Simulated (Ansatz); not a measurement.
`B[Si](C)(N)O` → `BN` + `C[Si]O` at 600 K and 1 bar (silylene formation by 1,1-elimination).

Program: Ansatz. Geometries: PBE0-D4/def2-TZVP. ΔE: electronic, gas phase. CBS: MP2 limit from def2 TZ/QZ plus the TZ coupled-cluster correction, frozen cores. This one scheme is used for every species. Each species was taken in one conformer, which may not be the lowest.

```tsv
species	CCSD(T)/CBS energy (Eh)	H − E (kJ/mol)	S (J/(mol·K))
`B[Si](C)(N)O`	-486.68127	333.9	489.8
`BN`	-81.93499	155.9	270.2
`C[Si]O`	-404.71755	171.7	351.0
```

H − E and S are ideal-gas, rigid-rotor, harmonic terms from PBE0-D4/def2-TZVP, for one conformer and one mirror image of each species. 1 Eh = 2625.50 kJ/mol, R = 8.31446 J/(mol·K).

Q: By hand: ΔE, ΔH, ΔS and ΔG.

A: ΔE = (-81.93499) + (-404.71755) − (-486.68127) = 0.02873 Eh = 75.4 kJ/mol. Δ(H − E) = 155.9 + 171.7 − 333.9 = -6.3, so ΔH = 69.1 kJ/mol. ΔS = 270.2 + 351.0 − 489.8 = 131.4 J/(mol·K). ΔG = 69.1 − 600 × (131.4)/1000 = -9.7 kJ/mol.

Q: By hand: the equilibrium constant, and the temperature at which ΔG would vanish if ΔH and ΔS stayed fixed.

A: log₁₀ K = −ΔG/(RT ln 10) = 0.8. ΔG = 0 at ΔH/ΔS = 526 K.

The number of gas molecules changes by +1, which sets the sign of ΔS. A doubt of 5 kJ/mol in ΔE shifts log₁₀ K by 0.4 here. Other conformers and mirror images would add mixing entropy, several J/(mol·K) or more a flexible species. These are equilibria of isolated gas molecules and say nothing of rates. Largest T1 diagnostic: 0.014 (customary marks: 0.02 for closed shells, 0.045 for open ones).
